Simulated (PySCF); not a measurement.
Stepwise substitution at one centre (In H-CH3). All species are isolated molecules in the gas phase. Strings in code marks are SMILES.

All values below come from PBE-D3(BJ)/def2-TZVP // PBE0-D4/def2-TZVP (PySCF). Excitations are Tamm–Dancoff values on a coarser integration grid. The basis has no diffuse functions, so Rydberg states are missing or too high.

```json
[
 {"species": "0 of 3 H replaced by CH3 (`[InH3]`)", "dipole moment (D)": "0.00", "HOMO–LUMO gap (eV)": "4.35", "brightest of the four lowest singlets (TDA) (eV)": "–"},
 {"species": "1 of 3 H replaced by CH3 (`[CH3][InH2]`)", "dipole moment (D)": "0.73", "HOMO–LUMO gap (eV)": "4.14", "brightest of the four lowest singlets (TDA) (eV)": "6.52"},
 {"species": "2 of 3 H replaced by CH3 (`[CH3][InH][CH3]`)", "dipole moment (D)": "0.62", "HOMO–LUMO gap (eV)": "4.13", "brightest of the four lowest singlets (TDA) (eV)": "(withheld)"},
 {"species": "3 of 3 H replaced by CH3 (`[CH3][In]([CH3])[CH3]`)", "dipole moment (D)": "0.00", "HOMO–LUMO gap (eV)": "(withheld)", "brightest of the four lowest singlets (TDA) (eV)": "5.74"}
]
```

Complete the blanks.


- 2 of 3 H replaced by CH3 (`[CH3][InH][CH3]`), brightest of the four lowest singlets (TDA) (eV): 6.05
- 3 of 3 H replaced by CH3 (`[CH3][In]([CH3])[CH3]`), HOMO–LUMO gap (eV): 4.28
